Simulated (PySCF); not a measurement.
Computed IR spectrum (relative IR intensity) of a molecule C2H6BBrO. Geometry optimised at B3LYP-D3(BJ)/def2-SVP. Other conformers were not sampled. Calculation: B3LYP-D3(BJ)/def2-SVP run with PySCF. Frequencies are harmonic and unscaled.

Lines under 2 % of the strongest are left out, and lines within 2 cm⁻¹ are merged.

ν (cm⁻¹): 320 (vw), 499 (w), 626 (m), 743 (vw), 870 (m), 1000 (m), 1147 (vs), 1251 (vw), 1281 (m), 1421 (w), 1438 (s), 1477 (vw), 1480 (w), 3002 (w), 3032 (w), 3064 (vw), 3107 (w), 3121 (w), 3827 (m) (against the strongest line: vs over 80 %, s over 45 %, m over 15 %, w over 4 %, vw less)

Identify the compound among the candidates.
(A) COB(C)Br
(B) CCB(O)Br
(C) CCOBBr

B, CCB(O)Br
